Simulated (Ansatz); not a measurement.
`NC[SiH2]S`, relaxed with RKS PBE0-D4/def2-TZVP in Ansatz 0.2.0 from a PBE-D4/def2-SVP geometry. The force threshold is 0.005 eV/Å; the program also tests the step.

The species carries charge 0 and has multiplicity 1.

Start:

```xyz
11

N     0.158    1.690   -0.684
C     0.622    0.327   -0.419
Si   -0.530   -0.435    0.891
S    -0.066   -2.520    1.285
H     0.851    2.220   -1.228
H    -0.698    1.673   -1.254
H     1.629    0.362    0.050
H     0.725   -0.355   -1.303
H    -1.958   -0.283    0.428
H    -0.361    0.250    2.214
H    -0.372   -2.928    0.021
```

Q: How much energy does the relaxation release, and in how many steps? (Best estimate.)

A: Ansatz gave: 1.13 kcal/mol, in 9 steps.

Q: Which bonds change most? (Best estimate.)

A: The calculation gave: Si3–S4 from 2.171 to 2.143 Å; C2–Si3 from 1.904 to 1.880 Å; C2–H8 from 1.122 to 1.102 Å; S4–H11 from 1.363 to 1.344 Å.

Q: Give the relaxed structure. (Best estimate.)

A: The calculation gave: 
```xyz
11

N     0.172    1.675   -0.694
C     0.634    0.324   -0.397
Si   -0.521   -0.429    0.881
S    -0.080   -2.492    1.258
H     0.825    2.170   -1.287
H    -0.718    1.658   -1.175
H     1.625    0.378    0.064
H     0.734   -0.343   -1.267
H    -1.923   -0.272    0.403
H    -0.369    0.231    2.200
H    -0.378   -2.899    0.013
```
